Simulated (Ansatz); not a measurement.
Gas-phase reaction in SMILES: [NH][Si](O)(O)O → N[Si]([O])(O)O
Geometries: B3LYP-D3(BJ)/def2-TZVP minima from Ansatz (a program for electronic structure), one conformer each, not searched for the lowest. Frequencies are from Ansatz.

Wanted: isomerisation energy (enthalpy at 298 K, with B3LYP-D3(BJ) rigid-rotor harmonic-oscillator terms), in kcal/mol. Correlated levels leave the core frozen unless marked. UHF or UKS for open shells. No spin-orbit coupling. Non-relativistic. CBS(X,Y): correlation extrapolated as X^-3; Hartree-Fock from the larger set.

| level | program | isomerisation energy (kcal/mol) |
|---|---|---|
| HF/6-31G | Ansatz | 2.9 |
| HF/cc-pVTZ | Ansatz | 8.5 |
| SVWN5/def2-TZVPD | Ansatz | -3.2 |
| revPBE-D4/def2-TZVPD | Ansatz + dftd4 | -1.4 |

**Question.** Estimate the value at CCSD(T)/CBS(cc-pV(T+d)Z,cc-pV(Q+d)Z) as computed with Ansatz.

**Answer.** 8.2 kcal/mol, so revPBE-D4/def2-TZVPD differs from it by -9.6 kcal/mol.
